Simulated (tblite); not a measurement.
Compound: CH₈O₃Si₃.
Structure used (GFN2-xTB), in Å, numbered top down from 1:
```
atom  x, y, z in Å
O1    -4.3062   -0.0528    0.3552
C2    -3.2553    0.5183    0.2120
Si3   -1.6225   -0.3531   -0.2899
O4    -0.5726    0.8650   -0.4382
Si5    0.9413    1.3993   -0.7062
O6     1.9932    0.1919   -0.5378
Si7    2.5842   -1.2472   -0.0740
H8    -3.2135    1.6185    0.3832
H9    -1.2128   -1.2627    0.7781
H10   -1.7812   -1.0371   -1.5709
H11    1.0111    1.8246   -2.0944
H12    1.1857    2.3839    0.3352
H13    3.4712   -0.9712    1.0548
H14    3.2986   -1.7498   -1.2449
H15    1.4743   -2.1197    0.3102
```

Computed values, GFN2-xTB/tblite, gas phase, harmonic and unscaled. The method is semi-empirical: single wavenumbers can be off by several per cent or more. Modes of hydrogen on silicon can be 10 to 20 % off. One conformer, not necessarily the lowest. The optimisation stopped once no atom felt more than 0.01 eV/Å.

Lowest wavenumbers of the output (negative numbers stand for imaginary wavenumbers):
```
mode    cm-1
  1     -34.4
  2     -10.3
  3      38.5
  4      47.1
  5      59.9
  6      78.9
  7      88.5
  8     142.0
```

Problem. Is this structure a minimum?

Solution. Not by this Hessian. 1 mode is imaginary beyond 20i (34i cm⁻¹), and 1 more slightly so (10.3i). The curvature is small, so loose convergence or finite differences may be the whole cause.

Problem. Which atoms move in the imaginary modes?

Solution. 34i: H13 (Si–H hydrogen) 32 %, H15 (Si–H hydrogen) 30 %, H14 (Si–H hydrogen) 26 %; 10i: Si3 (oxygen-bound silicon) 36 %, C2 (carbonyl carbon) 11 %. These are shares of the mass-weighted motion.

Problem. What is the remedy?

Solution. Step along such a mode in both directions, optimise again with tighter thresholds and repeat the frequencies. The zero-point energy of this point (52.1 kcal/mol) counts the 37 real modes alone, and thermal corrections from it aren't those of a minimum.

On one thread, Intel Xeon at 2.50 GHz (x86_64) (shared host), this took 1.3 s wall. The figure is for the frequency step alone.
